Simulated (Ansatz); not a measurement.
```yaml
crystal:
  periodic: [true, true, true]
  atoms:
    - {symbol: C, position_ang: [-1.537031, -1.565120, 1.104895]}
    - {symbol: O, position_ang: [-0.619152, -0.664373, 0.428428]}
    - {symbol: Sc, position_ang: [0.668108, 0.383256, -0.620285]}
    - {symbol: N, position_ang: [0.951042, 2.365940, -0.025827]}
    - {symbol: O, position_ang: [1.711558, -0.249387, -2.168291]}
    - {symbol: H, position_ang: [-2.620081, -1.177767, 1.039747]}
    - {symbol: H, position_ang: [-1.512897, -2.620008, 0.641321]}
    - {symbol: H, position_ang: [-1.270475, -1.665675, 2.221409]}
    - {symbol: H, position_ang: [0.469803, 2.858854, 0.782997]}
    - {symbol: H, position_ang: [1.607148, 3.067382, -0.480539]}
    - {symbol: H, position_ang: [2.151988, -0.733113, -2.923857]}
basis:
  gaussian: {orbitals: cc-pVTZ-DK, final_grid: {core_spheres: 5, valence_spheres: 4, degree: 11}}
total_charge: 1
magnetization: {spin_polarized: true, initial_magnetization: 1}
hamiltonian: {xc: {name: r2SCANh}}
```

```sh
$ ansatz run in.yaml --threads 2 --pin off --events-out ev --progress --plain --max-ram 22528MiB --backend cuda --devices 0, --max-vram 18GiB
```

It prints (some lines left out):

```
Error: YAML parse error: error: line 2 column 3: crystal: missing field `lattice` (a structure is typed as `lattice` and `atoms`, a molecule's as `atoms` in Å alone, or read from a run's directory, `checkpoint`)
 --> <input>:2:3
1 | crystal:
2 |   periodic: [true, true, true]
3 |   atoms:
4 |     - {symbol: C, position_ang: [-1.537031, -1.565120, 1.104895]}
```

In this input the molecule is marked periodic without a cell. The program refused the input.
